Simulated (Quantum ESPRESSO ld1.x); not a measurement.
The numbers below are computed, except where a source is named.
All-electron atom: Ho4+ in [Xe] 4f9 (the NIST ground configuration).

Code: ld1.x of Quantum ESPRESSO 7.5. Model: scalar-relativistic Kohn-Sham, LDA (Slater exchange, Perdew-Wang correlation), spin-polarised, spherical densities, point nucleus; open shells are filled with parallel spins first.

Energy parts (eV):
total: -343003.2
kinetic: 370922.6
electron-nucleus: -837470.3
Hartree: 130631.0
exchange-correlation: -7086.5

Orbitals (lengths in bohr, moments of r in powers of bohr; <r^-3> diverges for s and p1/2; r(90%) holds 90 % of the orbital's charge):
orbital	occ.	eigenvalue (eV)	r(90%)	<r^-3>	<r>
1s up	1	-55504.0	0.0376	-	0.02075
1s down	1	-55504.0	0.0376	-	0.02075
2s up	1	-9330.79	0.136	-	0.08815
2s down	1	-9330.69	0.136	-	0.08815
2p up	3	-8275.53	0.127	13530	0.07809
2p down	3	-8275.46	0.127	13540	0.07809
3s up	1	-2128.49	0.337	-	0.2302
3s down	1	-2126.14	0.337	-	0.2300
3p up	3	-1806.07	0.343	2894	0.2292
3p down	3	-1803.74	0.343	2899	0.2290
3d up	5	-1395.89	0.324	385.9	0.2081
3d down	5	-1394.07	0.323	386.6	0.2079
4s up	1	-466.076	0.744	-	0.5179
4s down	1	-461.323	0.744	-	0.5181
4p up	3	-359.576	0.797	659.7	0.5484
4p down	3	-354.912	0.798	658.2	0.5488
4d up	5	-215.648	0.888	74.27	0.5917
4d down	5	-211.115	0.891	73.94	0.5928
4f up	7	-57.7288	1.23	11.22	0.7374
4f down	2	-53.6214	1.27	10.95	0.7540
5s up	1	-98.4623	1.74	-	1.218
5s down	1	-96.3785	1.76	-	1.230
5p up	3	-71.3863	2.02	100.8	1.395
5p down	3	-69.8253	2.05	97.00	1.412

The highest occupied level is 4f down at -53.621 eV. Summed over all electrons, <r^2> = 30.71 bohr^2, which gives a Langevin (diamagnetic) susceptibility term of -24.3 x 10^-6 cm^3/mol. Spin moment in Bohr magnetons: 5. The density falls to 0.001 e/bohr^3 at r = 3.00 bohr.
